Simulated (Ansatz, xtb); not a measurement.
Stretching the C5–H7 bond in C2H5Al (SMILES C=[CH][AlH2]) (multiplicity 1 held, fragments rigid). Energies count from the point at 1.087 Å.
Geometry at that point (charge 0, multiplicity 1):
```xyz
8

Al    -0.1364     0.1629     1.1626
H     -0.8151     1.5910     1.2176
H      0.1783    -0.6444     2.4857
C      0.2915    -0.5524    -0.5896
C      0.0180     0.1449    -1.6988
H      0.7594    -1.5259    -0.7301
H      0.2417    -0.2199    -2.6984
H     -0.4483     1.1257    -1.6579
```

R- and RO- levels are restricted; in cc, def2 and unpolarised 6-31G sets they are followed outwards from rest. U- levels take the lowest unrestricted solution at each point, which mixes spins at long bonds. Active spaces are followed from a long bond inwards. Levels need not reach the same state.

Correlated levels freeze the cores.

Run with Ansatz (Gaussian basis) for Hartree–Fock, density functionals and correlated methods; xtb for the GFN methods.  The GFN methods have no spin term and hold the electronic entropy of 300 K.

| level | energy at R = 3.480 Å (eV) |
|---|---|
| GFN2-xTB | 5.228 |
| R-HF/cc-pV(D+d)Z | 8.210 |
| R-MP2/cc-pV(D+d)Z | … |
| R-SCS-MP2/cc-pV(D+d)Z | … |
| U-CCSD/cc-pV(D+d)Z | 4.720 |
| U-CCSD(T)/cc-pV(D+d)Z | 4.727 |
| SC-NEVPT2 on CASSCF(2,2)/cc-pV(D+d)Z | 4.663 |
| FIC-NEVPT4(SD) on CASSCF(2,2)/cc-pV(D+d)Z | 4.706 |
| FIC-MRCISD+Q on CASSCF(2,2)/cc-pV(D+d)Z | 4.712 |

**Question.** Complete the blanks.

**Answer.** 
- R-MP2/cc-pV(D+d)Z, energy at R = 3.480 Å (eV): 6.041
- R-SCS-MP2/cc-pV(D+d)Z, energy at R = 3.480 Å (eV): 5.793

Doubts at one or more of the structures used: a restricted determinant that unrestricted orbitals would lower (R-HF/cc-pV(D+d)Z, R-MP2/cc-pV(D+d)Z, R-SCS-MP2/cc-pV(D+d)Z); a spin-contaminated determinant (U-CCSD/cc-pV(D+d)Z, U-CCSD(T)/cc-pV(D+d)Z).

Ansatz is a first-principles code.
